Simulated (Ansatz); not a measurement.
`[SiH3]O[Si]S` + `[OH][In]([F])[SH]` → `[F][In]([SH])[O][SiH3]` + `O[Si]S`  (ligand exchange at the Si–O bond)

Calculated with Ansatz (gas phase, PBE0-D4/def2-TZVP geometries, no zero-point term in ΔE). CBS: MP2 limit from def2 TZ/QZ plus the TZ coupled-cluster correction, frozen cores. This one scheme is used for every species. Functionals use def2-TZVPP. B3LYP here is the variant with VWN-RPA as its local correlation; programs differ in this. Elements past krypton have def2 core potentials. For In outer-core shells are correlated without core-valence functions, which leaves a few kJ/mol of doubt a bond. Each species was taken in one conformer, which may not be the lowest.

`[SiH3]O[Si]S`:

Cartesian coordinates in Å:
```
Si -0.832 -0.767 0.885
O 0.098 0.026 -0.221
Si 0.597 -0.064 -1.790
S 1.825 1.708 -1.900
H -1.909 0.146 1.338
H -1.428 -1.985 0.278
H 0.024 -1.148 2.035
H 1.624 2.084 -0.625
```

`[OH][In]([F])[SH]`:

Z-matrix (Å, degrees):
```
In
F 1 1.952
S 1 2.344 2 118.1
O 1 1.963 2 112.4 3 180.0
H 3 1.346 1 91.4 2 -0.1
H 4 0.962 1 110.9 2 0.1
```

`[F][In]([SH])[O][SiH3]`:

```xyz
9

F    -1.808    0.017    1.525
In   -0.189    0.911    0.927
S     0.537    2.874    1.975
O     0.676   -0.005   -0.566
Si    0.382   -1.347   -1.456
H    -0.505    2.851    2.826
H    -0.913   -1.241   -2.183
H     0.337   -2.565   -0.600
H     1.481   -1.494   -2.446
```

`O[Si]S`:

```xyz
5

O     1.347    0.023   -0.390
Si    0.022    0.061   -1.367
S    -1.661   -0.007    0.009
H     1.291   -0.020    0.568
H    -0.999   -0.057    1.180
```

```csv
level,ΔE (kJ/mol),difference from CCSD(T)/CBS
PBE-D4,5.5,5.1
r2SCAN-D4,3.3,2.9
PBE0-D4,3.2,2.8
B3LYP-D4,4.8,4.4
ωB97X-V,1.5,1.1
ωB97M-V,1.2,0.8
B2PLYP,2.2,1.8
PBE,4.4,4.0
r2SCAN,3.0,2.6
PBE0,2.2,1.8
B3LYP,3.1,2.7
HF/def2-TZVPP,-3.2,-3.6
MP2/def2-TZVPP,1.2,0.8
SCS-MP2/def2-TZVPP,0.7,0.3
CCSD/def2-TZVPP,-0.2,-0.6
CCSD(T)/def2-TZVPP,0.4,0.0
HF/def2-QZVPP,-3.3,-3.7
MP2/def2-QZVPP,1.1,0.7
SCS-MP2/def2-QZVPP,0.6,0.2
HF/CBS(def2),-3.3,-3.7
MP2/CBS(def2),1.1,0.7
CCSD/CBS(def2),-0.2,-0.6
CCSD(T)/CBS,0.4,0
```

Largest T1 diagnostic among the species: 0.016.

In def2-TZVPP, CCSD(T) changes the Hartree–Fock value by +3.6 kJ/mol (the triples alone add +0.6 kJ/mol) and MP2 by +4.4 kJ/mol.
